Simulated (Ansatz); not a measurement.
Calculated with Ansatz (gas phase, PBE0-D4/def2-TZVP geometries, no zero-point term in ΔE). CBS: MP2 limit from def2 TZ/QZ plus the TZ coupled-cluster correction, frozen cores. This one scheme is used for every species. Functionals use def2-TZVPP. def2 core potentials past Kr. For I, Ti outer-core shells are correlated without core-valence functions, which leaves a few kJ/mol of doubt a bond. Scalar relativity is left out up to krypton. Each species was taken in one conformer, which may not be the lowest.

Reaction (formal hydrolysis of a Ti–I bond): `[OH][Ti]([F])([Cl])[I]` + H₂O → `[OH][Ti]([OH])([F])[Cl]` + HI

`[OH][Ti]([F])([Cl])[I]`:

Cartesian coordinates in Å:
```
O -1.042 -0.601 -0.744
Ti 0.389 0.135 -0.050
F 1.721 -0.056 -1.155
Cl 0.004 2.246 0.351
I 0.909 -1.028 2.169
H -1.980 -0.696 -0.573
```

H₂O:

Z-matrix (Å, degrees):
```
O
H 1 0.960
H 1 0.960 2 105.1
```

`[OH][Ti]([OH])([F])[Cl]`:

Cartesian coordinates in Å:
```
O -0.992 -1.089 -0.060
Ti -0.015 0.379 -0.141
O 1.636 0.016 0.394
F 0.020 0.991 -1.785
Cl -0.913 1.913 1.168
H -1.764 -1.496 -0.453
H 2.028 -0.714 0.876
```

HI:

Z-matrix (Å, degrees):
```
I
H 1 1.610
```

```csv
level,ΔE (kJ/mol)
PBE-D4,18.9
B2PLYP,19.1
BLYP,5.4
CCSD/def2-TZVPP,5.2
```

(1) What does CCSD(T)/CBS give? (Estimate.)

(2) What do rigid-rotor, harmonic-oscillator terms from PBE0-D4/def2-TZVP frequencies (298.15 K, 1 bar) make of the CCSD(T)/CBS value? (An estimate is asked.)

Largest T1 diagnostic among the species: 0.024, so the coupled-cluster value is less sure than usual.

## Answers

(1) The calculation gave: +22.1 kJ/mol. The listed levels differ from it by -3.2, -3.0, -16.7, -16.9 kJ/mol.

(2) Ansatz gave: ΔZPE = -11.5 kJ/mol, ΔH = +10.1 kJ/mol, ΔS = 2 J/(mol·K), ΔG = +9.6 kJ/mol.

In def2-TZVPP, CCSD(T) changes the Hartree–Fock value by +18.5 kJ/mol (the triples alone add +10.2 kJ/mol) and MP2 by +35.8 kJ/mol. The D4 term adds +6.2 kJ/mol with B3LYP and +3.4 kJ/mol with PBE0; it sums over pairs of atoms, weighted by their polarisabilities, and B3LYP, whose exchange is more repulsive, gets the larger term.

CCSD(T)/CBS has its own doubt, a few kJ/mol and more with outer-core shells, so smaller differences from it don't rank the levels.

B3LYP here is the variant with VWN-RPA as its local correlation; programs differ in this.
